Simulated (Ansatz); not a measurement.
Cl₃Fe (SMILES [Cl][Fe]([Cl])[Cl]), sextet, at a GFN2-xTB geometry (such geometries of metal compounds can be far from the true shape); PBE/STO-3G run with Ansatz (an electronic-structure program).

Ansatz was given this input:
Ansatz 0.2 input:
```yaml
crystal:
  periodic: [false, false, false]
  atoms:
    - {symbol: Fe, position_ang: [-0.09061902, -0.36016981, -0.20402693]}
    - {symbol: Cl, position_ang: [1.97242024, -0.04348847, -0.35061360]}
    - {symbol: Cl, position_ang: [-0.67696321, -0.59021958, 1.79126336]}
    - {symbol: Cl, position_ang: [-1.15686324, 1.18455599, -1.12860857]}
basis:
  gaussian:
    orbitals: STO-3G
hamiltonian:
  xc: pbe
magnetization: {spin_polarized: true, initial_magnetization: 5}
accuracy: high
```

Output, abridged:

```
Functional definition: PBE
948 factors; integrals over basis functions are off by at most 3.4e-9 eV
mean field evaluation 1: about -71026.6018 eV, gradient 9.7e1 eV
mean field evaluation 2: about -70729.3667 eV, gradient 1.2e2 eV
mean field evaluation 4: about -71026.7053 eV, gradient 9.9e1 eV
mean field evaluation 8: about -71088.4290 eV, gradient 8.3e1 eV
mean field evaluation 16: about -71155.4821 eV, gradient 1.7e-3 eV
mean field evaluation 32: about -71150.5991 eV, gradient 1.2e1 eV
mean field -71155.48206460 eV, -2614.9157349561 hartree, gradient 5.1e-8 eV, S^2 8.760805; 2 other end points of the search recorded, 0 dependent functions left out
reference -71155.48206691 eV, -2614.9157350411 hartree; 41, 36 occupied and 4, 9 virtual orbitals, 948 factors
Total energy: -71155.48206691 eV, -2614.9157350411 hartree
```
